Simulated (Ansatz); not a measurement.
Breaking the H–H spacing in H6 chain (multiplicity 1 held). Energies count from the point at 0.900 Å.
Geometry at that point (charge 0, multiplicity 1):
| atom | x (Å) | y (Å) | z (Å) |
|---|---|---|---|
| H | 0.0000 | 0.0000 | 0.0000 |
| H | 0.0000 | 0.0000 | 0.9000 |
| H | 0.0000 | 0.0000 | 1.8000 |
| H | 0.0000 | 0.0000 | 2.7000 |
| H | 0.0000 | 0.0000 | 3.6000 |
| H | 0.0000 | 0.0000 | 4.5000 |

U- levels take the lowest unrestricted solution at each point, which mixes spins at long bonds. Active spaces are followed from rest. Full CI gives the lowest state of the spin. Curves can end on different states.

The values were computed with Ansatz (an electronic-structure program). Each number belongs to the level named beside it.

Energies in kcal/mol.

```csv
R (Å),U-HF/cc-pVDZ,U-MP2/cc-pVDZ,"SC-NEVPT2 on CASSCF(6,6)/cc-pVDZ",FCI/cc-pVDZ
0.700,86.9,88.4,93.7,91.9
0.800,20.8,21.5,24.3,23.3
0.900,0.0,0.0,0.0,0.0
1.100,20.0,32.2,15.4,17.4
1.300,60.0,87.8,61.2,65.2
1.500,96.4,137.6,109.5,115.5
1.800,130.9,185.7,166.2,174.6
2.100,145.9,206.5,199.4,209.2
2.500,152.7,215.6,218.5,229.0
3.000,154.7,218.2,225.3,236.0
3.600,155.1,218.7,226.9,237.6
```

Doubts at one or more of the structures used: a spin-contaminated determinant (U-HF/cc-pVDZ, U-MP2/cc-pVDZ).
